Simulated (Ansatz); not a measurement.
`[F][Zr]([I])([I])[I]`. Charge 0, multiplicity 1. Zr, I: def2 effective core potential.

Question: What are the harmonic wavenumbers in cm⁻¹ at PBE0-D4/def2-TZVP (Ansatz, finite differences of forces, unscaled)? (Estimate.)

Answer: Ansatz gave: 47, 47, 62, 121, 121, 193, 270, 270, 690.

Question: Is this a minimum?

Answer: Yes, all 9 modes are real.

Question: Give the ideal-gas thermochemistry at 298.15 K and 1 bar (rigid rotor, harmonic oscillator; point group C3v, symmetry number 3).

Answer: Zero-point energy 10.9 kJ/mol; H(298) − E = 35.2 kJ/mol; entropy 427.4 J/(mol·K), of which translation 186.1, rotation 132.1, vibration 109.2; G(298) − E = -92.2 kJ/mol. Modes under 100 cm⁻¹ are hindered rotations or soft bends, so the harmonic entropy is rough.
